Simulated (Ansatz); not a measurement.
Consider the ligand exchange at the Si–N bond: `C[SiH](Cl)[NH][AlH2]` + `S[SiH2]Cl` → `C[SiH](Cl)S[SiH2]Cl` + `[NH2][AlH2]`.

Gas-phase electronic energies from Ansatz, PBE0-D4/def2-TZVP geometries. CBS: MP2 limit from def2 TZ/QZ plus the TZ coupled-cluster correction, frozen cores. This one scheme is used for every species. Functionals use def2-TZVPP. Each species was taken in one conformer, which may not be the lowest.

`C[SiH](Cl)[NH][AlH2]`:

Cartesian coordinates in Å:
```
C 0.460 1.806 -0.920
Si 0.067 -0.003 -0.787
Cl 1.368 -0.986 -2.072
N 0.211 -0.603 0.810
Al -0.868 -1.732 1.681
H 0.373 2.146 -1.954
H -0.226 2.391 -0.302
H 1.481 2.005 -0.586
H -1.300 -0.327 -1.255
H 1.060 -0.331 1.291
H -0.441 -2.159 3.143
H -2.184 -2.209 0.950
```

`S[SiH2]Cl`:

```xyz
6

S     1.682   -0.191   -0.204
Si   -0.337    0.150    0.347
Cl   -1.550   -1.466   -0.019
H     1.430   -0.178   -1.524
H    -0.912    1.286   -0.405
H    -0.313    0.398    1.804
```

`C[SiH](Cl)S[SiH2]Cl`:

Z-matrix (Å, degrees):
```
C
Si 1 1.852
H 1 1.092 2 110.0
H 1 1.093 2 110.1 3 -119.7
H 1 1.092 2 110.7 3 120.1
Cl 2 2.059 1 110.0 3 -60.3
S 2 2.138 1 107.0 3 179.4
H 2 1.478 1 112.9 3 58.1
Si 7 2.125 2 101.4 1 170.9
Cl 9 2.052 7 112.2 2 54.8
H 9 1.476 7 111.7 2 -65.4
H 9 1.478 7 105.4 2 172.9
```

`[NH2][AlH2]`:

Z-matrix (Å, degrees):
```
N
Al 1 1.766
H 1 1.007 2 124.9
H 1 1.007 2 124.9 3 180.0
H 2 1.583 1 117.9 3 -180.0
H 2 1.583 1 117.9 3 0.0
```

```tsv
level	ΔE (eV)
ωB97M-V	0.00
PBE	-0.04
r2SCAN	-0.01
MP2/def2-TZVPP	-0.02
SCS-MP2/def2-TZVPP	0.04
CCSD/def2-TZVPP	0.08
CCSD(T)/def2-TZVPP	0.05
HF/def2-QZVPP	0.19
```

What does CCSD(T)/CBS give? (Estimate.)

Computed: 0.00 eV. The listed levels differ from it by 0.00, -0.04, -0.01, -0.02, 0.04, 0.08, 0.05, 0.19 eV.

Largest T1 diagnostic among the species: 0.011.

In def2-TZVPP, CCSD(T) changes the Hartree–Fock value by −0.13 eV (the triples alone add −0.03 eV) and MP2 by −0.20 eV. The D4 term adds −0.10 eV with B3LYP and −0.06 eV with PBE0; it sums over pairs of atoms, weighted by their polarisabilities, and B3LYP, whose exchange is more repulsive, gets the larger term.

B3LYP here is the variant with VWN-RPA as its local correlation; programs differ in this.
